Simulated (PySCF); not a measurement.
Vertical excitations of a molecule C₂H₇NSi from TDA-PBE/def2-SVPD (PySCF), as energy in eV (oscillator strength): 4.55 (0.001), 5.16 (0.008), 5.50 (0.002), 6.00 (0.003), 6.36 (0.007), 6.64 (0.039), 6.65 (0.002), 6.80 (0.016), 6.98 (0.101), 7.12 (0.044). Lowest triplet (TDA): 4.49 eV. Geometry: PBE0-D3(BJ)/def2-SVP. Other conformers were not sampled.

Problem. Which molecule gave these data?
A. CN(C)[SiH]
B. C1NC[SiH2]1
C. C=C[SiH2]N
D. C/C=N\[SiH3]

Solution. B, C1NC[SiH2]1
